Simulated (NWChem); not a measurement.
Species: MIBK (C6H12O); SMILES CC(=O)CC(C)C

```xyz
19

C     -0.7628     2.4502     0.3822
C      0.1266     1.2099     0.2410
C      1.2181     1.4201    -0.8162
C     -0.7132    -0.0359    -0.0665
C      0.0200    -1.3648     0.0985
C     -0.6719    -2.5875    -0.4802
O      1.0964    -1.4463     0.6704
H     -1.5274     2.3199     1.1759
H     -0.1620     3.3471     0.6363
H     -1.2992     2.6683    -0.5664
H      0.6323     1.0173     1.2124
H      0.7715     1.5908    -1.8197
H      1.8418     2.3048    -0.5747
H      1.8894     0.5416    -0.8772
H     -1.1558     0.0156    -1.0878
H     -1.5935    -0.0900     0.6168
H     -0.1772    -3.5080    -0.1205
H     -0.6048    -2.5519    -1.5888
H     -1.7520    -2.6036    -0.2283
```
Atoms are numbered in this order, from 1.

All runs: NWChem. Pople sets run with spherical d functions. STO-3G and 3-21G are far too small for this property and stand as cheap habits. All runs use the structure optimised with PBE-D3(BJ)/def2-SVP. No frequency run checked for a minimum. Field at 589 nm.

Among these, which level gives the lowest value of “isotropic polarisability (bohr³)”?
A) B3LYP/6-31G*
B) B3LYP/def2-SVP
C) B3LYP/STO-3G

C, B3LYP/STO-3G. Values: B3LYP/STO-3G 35.1; B3LYP/6-31G* 67.5; B3LYP/def2-SVP 70.5
